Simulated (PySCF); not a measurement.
Molecule: SMILES FP(F)P([SiH3])[SiH3], F₂H₆P₂Si₂.

Bonds (- single, = double, # triple, : aromatic): F1-P2 1.611 Å, P2-F3 1.621 Å, P2-P4 2.240 Å, P4-Si5 2.269 Å, P4-Si6 2.271 Å. Si5 carries H7, H8, H9; Si6 carries H10, H11, H12.

Geometry PBE0-D3(BJ)/def2-SVP throughout; GIAO in PySCF 2.14.0 with density-fitted response routines, gas phase, one conformer, non-relativistic; equivalent atoms averaged; basis pcSseg-1.

(1) How do the shifts δ (against CFCl3, H3PO4, TMS at the same level) depend on the functional? (ppm; last column core-seconds on 1 thread of an x86-64 server CPU, shared host)

(2) Which nucleus moves most, in ppm?

Results:

(1) 
| functional | kind | F1/F3 | P2 | P4 | Si5/Si6 | H7/H8/H9/H10/H11/H12 | core-s |
| --- | --- | --- | --- | --- | --- | --- | --- |
| HF | Hartree–Fock | -85.0 | 285.8 | -224.9 | -66.9 | 3.84 | 6.6 |
| LDA | LDA | -96.6 | 358.2 | -206.9 | -86.8 | 4.27 | 12 |
| PBE | GGA | -98.2 | 338.9 | -206.3 | -81.2 | 4.12 | 15 |
| BLYP | GGA | -99.1 | 351.7 | -187.7 | -79.3 | 4.00 | 16 |
| BP86 | GGA | -99.8 | 342.1 | -200.4 | -79.6 | 4.12 | 15 |
| OPBE | GGA | -98.8 | 315.5 | -216.4 | -76.0 | 4.12 | 16 |

(2) P2 (phosphorus bonded to 2 F, P): from 285.8 ppm with HF to 358.2 ppm with LDA. The smallest spread is 0.43 ppm, at H7/H8/H9/H10/H11/H12.
